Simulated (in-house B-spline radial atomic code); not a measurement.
Configurations of neutral strontium, with energies counted from [Kr] 5s2. All numbers are computed (Dirac-Hartree-Fock, average of configuration; Fermi nucleus of rms radius 4.224 fm) with an all-electron radial atomic-structure program (B-spline basis), not measured. Energies include first-order Breit, QED and recoil terms.

Occupations are held fixed; configurations that lie above the ionisation limit could autoionise.

```csv
configuration,E - E(ref) (eV),highest orbital,its <r> (bohr)
[Kr] 5s1 7d1,4.2818,7d5/2,40.77
[Kr] 5s1 6f1,4.3688,6f5/2,47.72
[Ar] 3d10 4s2 4p5 5s2 6d1,26.952,6d5/2,23.7
[Ar] 3d10 4s2 4p5 5s2 6f1,27.342,6f5/2,47.58
[Ar] 3d10 4s1 4p6 5s2 5d1,49.378,5d5/2,12.22
[Ar] 3d10 4s1 4p6 5s2 9p1,50.376,9p3/2,55.13
[Ar] 3d9 4s2 4p6 5s2 6g1,141.59,6g9/2,43.99
[Ne] 3s2 3p5 3d10 4s2 4p6 5s2 8s1,283.61,8s1/2,32.08
[Ne] 3s2 3p5 3d10 4s2 4p6 5s2 7f1,283.97,7f5/2,67.05
```

Problem. Order these further configurations by energy, lowest first.
A. [Ne] 3s2 3p5 3d10 4s2 4p6 5s2 6s1
B. [Ar] 3d10 4s2 4p5 5s2 9d1
C. [Ar] 3d10 4s1 4p6 5s2 8p1
D. [Kr] 4d1 5s1
E. [Ne] 3s2 3p5 3d10 4s2 4p6 5s2 9d1

Solution. D (2.1171 eV), B (27.461 eV), C (50.217 eV), A (282.18 eV), E (283.98 eV).

Problem. How far above the reference does [Ar] 3d10 4s1 4p6 5s2 9d1 lie?

Solution. 50.479 eV; its least bound orbital is 9d5/2 with <r> = 74.78 bohr.

Problem. How far above the reference does [Ar] 3d10 4s2 4p5 5s2 6s1 lie?

Solution. 25.685 eV; its least bound orbital is 6s1/2 with <r> = 10.44 bohr.

Problem. How far above the reference does [Ar] 3d10 4s2 4p5 4d1 5s2 lie?

Solution. 22.834 eV; its least bound orbital is 5s1/2 with <r> = 4.332 bohr.
